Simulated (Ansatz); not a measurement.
A nudged elastic band was laid between two geometries of BrH + Cl2F2HOTa (9 atoms, charge 0, multiplicity 1).

Computed with Ansatz 0.2.0, RKS PBE/def2-SVP.

```yaml
movable_images: 5
climbing_image: yes
spring: 5.0 eV/Å²
optimiser: quadratic models (default)
start_path: through a guess of the saddle point
force_threshold: 0.05 eV/Å
iteration_limit: 60
end_points: relaxed
```

Initial state:

```xyz
9
Properties=species:S:1:pos:R:3
Ta -0.208 0.180 0.122
O 1.532 -0.643 0.121
H 2.055 -0.694 0.946
F 0.122 0.464 1.979
Cl -0.178 0.069 -2.208
F -0.590 2.018 0.036
Cl -1.952 -1.268 0.466
Br 2.875 -2.879 -2.056
H 2.337 -1.846 -1.194
```

Final state:

```xyz
9
Properties=species:S:1:pos:R:3
Ta -0.108 -0.565 -0.193
O 2.151 0.053 -0.260
H 2.479 0.077 0.664
F 0.488 -0.852 1.600
Cl -0.045 0.064 -2.447
F -0.223 1.263 0.286
Cl -2.305 -1.160 0.029
Br 0.881 -2.833 -0.767
H 2.675 -0.649 -0.700
```

**Question.** Which bonds break or form, and what moves?

**Answer.** Bonds broken: Br8–H9. Bonds formed: Ta1–Br8, O2–H9. BrH + Cl2F2HOTa becomes BrCl2F2H2OTa.

**Question.** What energy profile does the band end with?

**Answer.** The run converged. The highest image is number 3 of 0 to 6, 4.5 kcal/mol above the first end and 19.4 kcal/mol above the last; the last end lies 14.8 kcal/mol below the first. A vibrational analysis at the climbing image gives one clearly imaginary mode, 216i cm⁻¹: a first-order saddle point. The orbitals stay closed-shell, which can raise the energy where a bond breaks towards radicals; this wasn't checked here.

```tsv
image	path coordinate (Å)	energy (kcal/mol)	Br8–H9 (Å)	Ta1–Br8 (Å)	O2–H9 (Å)
0	0.00	0.0	1.45	4.86	1.96
1	1.16	0.2	1.45	4.65	1.99
2	2.31	2.0	1.45	3.98	1.97
3	3.47	4.5	1.53	3.00	1.56
4	3.99	-5.7	1.95	2.76	1.07
5	4.51	-13.2	2.36	2.58	0.99
6	5.03	-14.8	2.83	2.54	0.98
```

**Question.** What is the geometry of the highest image?

**Answer.** 
```xyz
9
Properties=species:S:1:pos:R:3
Ta 0.036 -0.136 -0.160
O 2.055 -0.039 -0.165
H 2.460 -0.030 0.729
F 0.331 -0.609 1.665
Cl 0.151 0.294 -2.451
F -0.542 1.575 0.297
Cl -1.937 -1.351 -0.239
Br 1.290 -2.776 -0.849
H 2.148 -1.527 -0.616
```

**Question.** What are the harmonic wavenumbers there?

**Answer.** 216i, 69, 73, 95, 115, 138, 154, 188, 218, 265, 368, 372, 431, 463, 627, 643, 691, 704, 844, 1684, 3659 cm⁻¹.

The run took 3.5 min on 4 threads of Arm Neoverse V2, on a shared host, peak memory 0.27 GiB.
